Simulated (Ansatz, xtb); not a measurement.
**C2H2Sn: 3 structures ranked**

3 gas-phase structures of C2H2Sn, found in a search over its isomers (lower ones may exist). Each was relaxed with GFN2-xTB:

A. `C#[C][SnH]`, a singlet
B. `C=[C]=[Sn]`, a singlet
C. a singlet given by its coordinates

C (Å):

```xyz
5

C    -3.6689   -0.0635   -1.2728
C    -3.9228    1.2523   -1.2781
Sn   -4.0516    0.5534    0.7366
H    -3.4332   -0.7315   -2.0862
H    -3.9486    1.9551   -2.0963
```

Close contacts (Å): C1–C2 1.34, C1–Sn3 2.14, C2–Sn3 2.14, C1–H4 1.08, C2–H5 1.08.

**Question.** Which do you expect lowest at r2SCAN-D4/def2-SVP, and how would the others follow?

**Answer.** Calculated order at r2SCAN-D4/def2-SVP: C (0.0), B (12.5), A (17.9) kcal/mol.

Energies above the lowest of each column, in kcal/mol; the last columns are at PBE0-D3(BJ)/def2-SVP geometries:

```tsv
structure	GFN2-xTB	HF/STO-3G	r2SCAN-D4/def2-SVP	PBE0-D3(BJ)/def2-SVP	CCSD(T)/def2-TZVPP
C	9.7	0.0	0.0	0.0	0.0
B	14.9	33.2	12.5	14.3	11.7
A	0.0	9.5	17.9	18.3	12.6
```

CCSD(T)/def2-TZVPP puts C lowest; GFN2-xTB picks A. Atoms past krypton carry core potentials in the def2 sets, without spin–orbit terms.

Programs: Ansatz 0.2.0, xtb 6.7.1.
